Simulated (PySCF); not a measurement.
## Dipole response of Pr(31+) (praseodymium, charge +31)

[Ar] 3d10, closed-shell 1S. Calculation: PySCF 2.14, in an even-tempered Gaussian basis (17 s from 4.7 bohr⁻², ratio 2.5; 11 p from 6.1 bohr⁻², ratio 2.5; 8 d from 6.1 bohr⁻², ratio 2.5; 4 f from 29 bohr⁻², ratio 2.7; 3 g from 43 bohr⁻², ratio 2.7); no relativity, point nucleus. Coupled (time-dependent) response in atomic units; α is the mean over directions.

| method | mean α (bohr³) | C₆ (like pair) | S(−4) |
| --- | --- | --- | --- |
| UHF | 0.005134 | 0.001247 | 1.542e-06 |
| PBE0 | 0.005174 | 0.001258 | 1.580e-06 |

S(−4) is the Cauchy moment in α(ω) = α(0) + S(−4) ω² + …

α(iu) at PBE0:

```
u (hartree)  α(iu) (bohr³)
          0       0.005174
       6.00       0.005118
       12.0       0.004959
       24.0       0.004436
       36.0       0.003808
       48.0       0.003208
       60.0       0.002685
       90.0       0.001743
        120       0.001185
        180      0.0006320
        300      0.0002624
```

A single London oscillator, α(iu) = α/(1 + u²/ω²), gives C₆ = (3/4) ω α². Matching the computed C₆ needs ω = 4 × 0.001258 / (3 × 0.005174²) = 62.7 hartree.

For an ion, C₆ is the dispersion term alone; charge-induced terms of lower order in 1/R come first.

A non-relativistic calculation at this Z misses sizeable relativistic shifts. Spin-orbit coupling, which splits the p, d and f shells strongly at this Z, is absent.
